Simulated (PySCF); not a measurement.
CH₅ClSi, SMILES C[SiH2]Cl (CAM-B3LYP/def2-SVP optimised geometry):

```
8

C      1.084    -0.461     0.000
Si    -0.781    -0.461     0.000
Cl    -1.476     1.495     0.000
H      1.476     0.049    -0.892
H      1.476     0.052     0.890
H      1.464    -1.495     0.002
H     -1.318    -1.132     1.212
H     -1.318    -1.132    -1.212
```

Level of theory: PySCF with CAM-B3LYP/def2-TZVP.

**Question.** What are the frontier orbital energies and the dipole moment?

**Answer.** HOMO-2 -11.60 eV, HOMO-1 -10.16 eV, HOMO -10.12 eV, LUMO 1.41 eV, LUMO+1 1.70 eV; dipole moment 1.89 D.

Meta-Löwdin charges at CAM-B3LYP/def2-TZVP: C1 -0.60, Si2 0.74, Cl3 -0.32, H4 0.13, H5 0.13, H6 0.13, H7 -0.11, H8 -0.11.
